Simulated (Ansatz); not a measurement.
`O=C=NB(F)F` + H–F → `FB(F)F` + `N=C=O` at 298.15 K and 1 bar (ligand exchange at a B–N bond).

Program: Ansatz. Geometries: PBE0-D4/def2-TZVP. ΔE: electronic, gas phase. CBS: MP2 limit from def2 TZ/QZ plus the TZ coupled-cluster correction, frozen cores. This one scheme is used for every species. Each species was taken in one conformer, which may not be the lowest.

```json
{"species": "`O=C=NB(F)F`", "CCSD(T)/CBS energy (Eh)": "-392.46591", "H − E (kJ/mol)": "79.6", "S (J/(mol·K))": "321.3"}
{"species": "H–F", "CCSD(T)/CBS energy (Eh)": "-100.39570", "H − E (kJ/mol)": "33.5", "S (J/(mol·K))": "173.6"}
{"species": "`FB(F)F`", "CCSD(T)/CBS energy (Eh)": "-324.35731", "H − E (kJ/mol)": "44.6", "S (J/(mol·K))": "254.6"}
{"species": "`N=C=O`", "CCSD(T)/CBS energy (Eh)": "-168.51995", "H − E (kJ/mol)": "67.5", "S (J/(mol·K))": "238.3"}
```

H − E and S are ideal-gas, rigid-rotor, harmonic terms from PBE0-D4/def2-TZVP, for one conformer and one mirror image of each species. 1 Eh = 2625.50 kJ/mol, R = 8.31446 J/(mol·K).

Task: By hand: ΔE, ΔH, ΔS and ΔG.

Result: ΔE = (-324.35731) + (-168.51995) − (-392.46591) − (-100.39570) = -0.01565 Eh = -41.1 kJ/mol. Δ(H − E) = 44.6 + 67.5 − 79.6 − 33.5 = -1.0, so ΔH = -42.1 kJ/mol. ΔS = 254.6 + 238.3 − 321.3 − 173.6 = -2.0 J/(mol·K). ΔG = -42.1 − 298.15 × (-2.0)/1000 = -41.5 kJ/mol.

Task: By hand: the equilibrium constant, and the temperature at which ΔG would vanish if ΔH and ΔS stayed fixed.

Result: log₁₀ K = −ΔG/(RT ln 10) = 7.3. ΔG = 0 at ΔH/ΔS = 21050 K, far beyond where these terms or the molecules hold.

The number of gas molecules stays the same, so ΔS is small and ΔH decides. A doubt of 5 kJ/mol in ΔE shifts log₁₀ K by 0.9 here. Other conformers and mirror images would add mixing entropy, several J/(mol·K) or more a flexible species. These are equilibria of isolated gas molecules and say nothing of rates. Largest T1 diagnostic: 0.018 (customary marks: 0.02 for closed shells, 0.045 for open ones).
